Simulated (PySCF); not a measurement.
# Distorted geometries of [Nd(S2)2]−

[Nd(S2)2]− (singlet in the valence; each metal's 4f electrons, 3 of them, lie in its core potential, out of spins and levels). PySCF 2.14.0, RKS PBE, Nd lcecp-1-SVP with ECP49, S def2-SVP; non-relativistic Hamiltonian with scalar-relativistic core potentials where named; density fitting; no spin-orbit coupling. Relaxed geometry:

```xyz
5

Nd    0.0000    0.0000    0.0000
S     0.7723    0.7723    2.4453
S    -0.7723   -0.7723    2.4453
S     0.7723   -0.7723   -2.4453
S    -0.7723    0.7723   -2.4453
```

Problem. Order these distorted geometries by energy above the relaxed one, lowest first.
A.
```xyz
5

Nd   -0.0636   -0.0980   -0.0462
S     0.6261    0.8145    2.4066
S    -0.8266   -0.7921    2.4181
S     0.8487   -0.7346   -2.4142
S    -0.5846    0.8102   -2.3643
```
B.
```xyz
5

Nd    0.0060   -0.0355    0.0019
S     0.7657    0.7844    2.4569
S    -0.7888   -0.7545    2.4446
S     0.8012   -0.7871   -2.4561
S    -0.7842    0.7927   -2.4473
```
C.
```xyz
5

Nd   -0.3204    0.0728    0.1882
S     0.9535    1.0958    2.4788
S    -0.8607   -1.0618    2.3504
S     0.8521   -0.9190   -2.6086
S    -0.6245    0.8123   -2.4088
```

Solution. B (0.02 eV), A (0.14 eV), C (1.70 eV).

Problem. Which forces (eV/Å) act in the one that lies 1.70 eV up?

Solution. 
```
Nd   1.91  0.68 -1.03
S   -1.28 -1.22 -1.08
S    0.13  0.06  1.27
S   -1.29  1.31  1.30
S    0.52 -0.84 -0.45
```
Forces carry noise of the integration grid, about 0.01 to 0.03 eV/Å.

An lcecp potential fixes the number of 4f electrons, so in runs with it no electron can move into or out of that shell.
